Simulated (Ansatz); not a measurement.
Geometry optimisation, RKS r2SCAN-D4/def2-SVP (Ansatz 0.2.0).

Input file:

```yaml
crystal:
  periodic: [false, false, false]
  atoms:
    - { symbol: Si, position_ang: [-0.162712, 0.430788, -0.227687] }
    - { symbol: H, position_ang: [0.986202, -0.835093, 1.824884] }
    - { symbol: O, position_ang: [1.212233, -0.212466, -0.838886] }
    - { symbol: H, position_ang: [1.738103, -0.796012, -0.280888] }
    - { symbol: O, position_ang: [-0.916851, 1.22396, -1.451269] }
    - { symbol: H, position_ang: [-0.829924, 0.824141, -2.324291] }
    - { symbol: O, position_ang: [-1.059006, -0.765811, 0.460805] }
    - { symbol: H, position_ang: [-1.744013, -0.474094, 1.075841] }
    - { symbol: Cl, position_ang: [0.169608, 1.915358, 1.230055] }
    - { symbol: H, position_ang: [1.31526, -0.24217, 2.056036] }
basis:
  gaussian: { orbitals: def2-SVP }
hamiltonian:
  xc: r2scan
  dispersion: d4
relax:
  f_tol: 0.03
  max_steps: 50
```

Command:

```bash
$ ansatz run input.yaml --threads 4 --pin off --max-ram 5120MiB --backend cpu --events-out ev --progress --plain --runs-dir out
```

Problem. Where does it end, and by what steps?

Solution. The run converged. The force dipped under the threshold on the way, but the program's further checks kept it going. After 22 steps the energy has fallen by 0.233 eV; H10 moved furthest, 1.39 Å.

```
step  energy less start (eV)  largest force component (eV/Å)  accepted
   0                  0.0000                           1.578       yes
   1                 -0.1458                           0.324       yes
   2                 -0.1882                           0.216       yes
   3                 -0.2006                           0.097       yes
   4                 -0.2049                           0.083       yes
   5                 -0.2071                           0.052       yes
   6                 -0.2084                           0.050       yes
   7                 -0.2092                           0.202       yes
   8                 -0.2117                           0.207       yes
   9                 -0.2167                           0.161       yes
  10                 -0.2147                           0.307        no
  11                 -0.2199                           0.119       yes
  12                 -0.2204                           0.280       yes
  13                 -0.2247                           0.032       yes
  14                 -0.2252                           0.029       yes
  15                 -0.2269                           0.223       yes
  16                 -0.2288                           0.108       yes
  17                 -0.2299                           0.019       yes
  18                 -0.2314                           0.036       yes
  19                 -0.2317                           0.086       yes
  20                 -0.2323                           0.038       yes
  21                 -0.2326                           0.009       yes
  22                 -0.2328                           0.015       yes
```

```xyz
10
Properties=species:S:1:pos:R:3
Si -0.266 0.722 -0.310
H 1.067 -1.401 1.877
O 1.255 0.207 -0.647
H 1.729 -0.217 0.079
O -1.055 0.956 -1.728
H -0.817 0.344 -2.436
O -0.942 -0.407 0.691
H -1.702 -0.124 1.212
Cl -0.327 2.540 0.656
H 1.768 -1.552 2.131
```

Whether the end is a true minimum wasn't checked by a vibrational analysis.

Run time: 50 s on 4 threads of Arm Neoverse V2, with other jobs on the host, peak memory 0.17 GiB.
